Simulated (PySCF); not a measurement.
SMILES [CH2](CCC)[Al]([CH3])[CH3] (C6H15Al), GFN2-xTB optimised geometry.

```
22

Al     0.90    -0.86     0.00
C     -0.12    -2.57    -0.01
H     -0.86    -2.64     0.80
H      0.55    -3.43     0.10
H     -0.67    -2.74    -0.94
C      2.90    -0.86     0.00
H      3.32     0.13    -0.22
H      3.30    -1.55    -0.75
H      3.32    -1.17     0.96
C     -0.09     0.89     0.00
C     -1.55     0.71     0.43
C     -2.36     2.01     0.43
C     -2.64     2.54    -0.97
H      0.39     1.62     0.67
H     -0.06     1.36    -0.99
H     -2.04    -0.01    -0.23
H     -1.57     0.29     1.44
H     -3.32     1.83     0.93
H     -1.83     2.77     1.01
H     -3.15     1.79    -1.57
H     -1.71     2.81    -1.48
H     -3.26     3.43    -0.92
```

Density from PBE0/def2-SVP in PySCF at that geometry.

Minimum of the electron density along straight lines between bonded atoms, close to the bond critical point (lines longer than 1.1 times the sum of covalent radii, or with two minima, are not listed):

```
bond     length / Å  ρ at the minimum / e bohr⁻³  ∇²ρ there / e bohr⁻⁵  position (fraction from the first atom)
-------  ----------  ---------------------------  --------------------  ---------------------------------------
Al1–C2        1.995                        0.078                  0.30                                     0.40
C2–H3         1.095                        0.264                 -0.90                                     0.62
C2–H4         1.096                        0.264                 -0.91                                     0.62
C2–H5         1.095                        0.263                 -0.90                                     0.62
Al1–C6        1.993                        0.078                  0.30                                     0.40
C6–H7         1.095                        0.265                 -0.91                                     0.62
C6–H8         1.095                        0.263                 -0.90                                     0.62
C6–H9         1.095                        0.263                 -0.89                                     0.62
Al1–C10       2.010                        0.077                  0.29                                     0.39
C10–C11       1.537                        0.235                 -0.51                                     0.50
C11–C12       1.532                        0.243                 -0.55                                     0.50
C12–C13       1.525                        0.243                 -0.55                                     0.50
C10–H14       1.100                        0.263                 -0.89                                     0.62
C10–H15       1.099                        0.263                 -0.89                                     0.62
C11–H16       1.094                        0.274                 -0.98                                     0.62
C11–H17       1.095                        0.274                 -0.97                                     0.62
C12–H18       1.094                        0.275                 -0.98                                     0.62
C12–H19       1.093                        0.275                 -0.99                                     0.62
C13–H20       1.088                        0.275                 -1.00                                     0.62
C13–H21       1.087                        0.276                 -1.00                                     0.62
C13–H22       1.088                        0.276                 -1.00                                     0.62
```
